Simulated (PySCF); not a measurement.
C₇H₁₄P (charge +1).
SMILES with atom numbers: `[CH3:1][C:2]1=[CH:3][CH2:4][P+:5]([CH3:6])([CH3:7])[CH2:8]1` (hydrogens: H9, H10, H11 on C1; H12 on C3; H13, H14 on C4; H15, H16, H17 on C6; H18, H19, H20 on C7; H21, H22 on C8)

The same species was optimised twice, with GFN2-xTB and with PBE0-D3(BJ)/def2-SVP (PySCF), and the same property calculations (PySCF, gas phase) were run on both structures.

```csv
coordinate,GFN2-xTB,PBE0-D3(BJ)/def2-SVP,change
C2=C3 (Å),1.325,1.344,+0.019
P5–C7 (Å),1.808,1.796,-0.012
P5–C6 (Å),1.808,1.797,-0.011
C4–P5 (Å),1.824,1.818,-0.006
P5–C8 (Å),1.822,1.817,-0.005
C1–C2 (Å),1.487,1.489,+0.002
C3–C4 (Å),1.507,1.507,0.000
C2–C8 (Å),1.518,1.518,0.000
C4–P5–C7 (°),112.1,114.4,+2.3
C6–P5–C8 (°),112.1,109.8,-2.3
C7–P5–C8 (°),112.1,114.3,+2.2
C4–P5–C6 (°),112.1,109.9,-2.2
C3–C4–P5 (°),103.1,101.5,-1.6
C2–C8–P5 (°),103.9,102.4,-1.5
C1–C2–C8 (°),117.2,118.4,+1.2
C3–C2–C8 (°),116.6,115.7,-0.9
```

Rotational constants: A = 2930, B = 1145, C = 1104 MHz (GFN2-xTB) against A = 2955, B = 1166, C = 1121 MHz (PBE0-D3(BJ)/def2-SVP). Point groups within 0.08 Å: Cs and C1. Atoms that the bonding makes alike are paired by their places after alignment.

On the GFN2-xTB structure: HOMO (eV) -11.25 [PBE0/pcSseg-1]; LUMO (eV) -3.56 [PBE0/pcSseg-1]; GIAO shielding of C1 (ppm) 165.5 [PBE0/pcSseg-1]; GIAO shielding of C2 (ppm) 39.8 [PBE0/pcSseg-1]; GIAO shielding of C3 (ppm) 60.3 [PBE0/pcSseg-1]; GIAO shielding of C4 (ppm) 150.3 [PBE0/pcSseg-1]; GIAO shielding of P5 (ppm) 286.6 [PBE0/pcSseg-1]; GIAO shielding of C6/C7 (mean) (ppm) 174.9 [PBE0/pcSseg-1]; GIAO shielding of C8 (ppm) 147.8 [PBE0/pcSseg-1].

Q: What do these properties become on the PBE0-D3(BJ)/def2-SVP structure?

A: 
```json
{"property": "HOMO (eV)", "level": "PBE0/pcSseg-1", "on GFN2-xTB": "-11.25", "on PBE0-D3(BJ)/def2-SVP": "-11.23", "change": "+0.02"}
{"property": "LUMO (eV)", "level": "PBE0/pcSseg-1", "on GFN2-xTB": "-3.56", "on PBE0-D3(BJ)/def2-SVP": "-3.96", "change": "-0.40"}
{"property": "energy, GFN2-xTB geometry as zero (kcal/mol)", "level": "PBE0/pcSseg-1", "on GFN2-xTB": "0.0", "on PBE0-D3(BJ)/def2-SVP": "-0.4", "change": "-0.4"}
{"property": "GIAO shielding of C1 (ppm)", "level": "PBE0/pcSseg-1", "on GFN2-xTB": "165.5", "on PBE0-D3(BJ)/def2-SVP": "162.9", "change": "-2.6"}
{"property": "GIAO shielding of C2 (ppm)", "level": "PBE0/pcSseg-1", "on GFN2-xTB": "39.8", "on PBE0-D3(BJ)/def2-SVP": "35.8", "change": "-4.0"}
{"property": "GIAO shielding of C3 (ppm)", "level": "PBE0/pcSseg-1", "on GFN2-xTB": "60.3", "on PBE0-D3(BJ)/def2-SVP": "56.7", "change": "-3.6"}
{"property": "GIAO shielding of C4 (ppm)", "level": "PBE0/pcSseg-1", "on GFN2-xTB": "150.3", "on PBE0-D3(BJ)/def2-SVP": "152.1", "change": "+1.8"}
{"property": "GIAO shielding of P5 (ppm)", "level": "PBE0/pcSseg-1", "on GFN2-xTB": "286.6", "on PBE0-D3(BJ)/def2-SVP": "283.6", "change": "-3.0"}
{"property": "GIAO shielding of C6/C7 (mean) (ppm)", "level": "PBE0/pcSseg-1", "on GFN2-xTB": "174.9", "on PBE0-D3(BJ)/def2-SVP": "175.7", "change": "+0.8"}
{"property": "GIAO shielding of C8 (ppm)", "level": "PBE0/pcSseg-1", "on GFN2-xTB": "147.8", "on PBE0-D3(BJ)/def2-SVP": "149.4", "change": "+1.6"}
```

The heavy atoms differ by 0.234 Å rms after alignment (one structure mirrored). Among bonds between heavy atoms C2=C3 changes most (+0.019 Å). Changes are differences of the printed values. Neither structure is proved a minimum here. Geometry: PBE0-D3(BJ)/def2-SVP, one conformer, isolated ion.
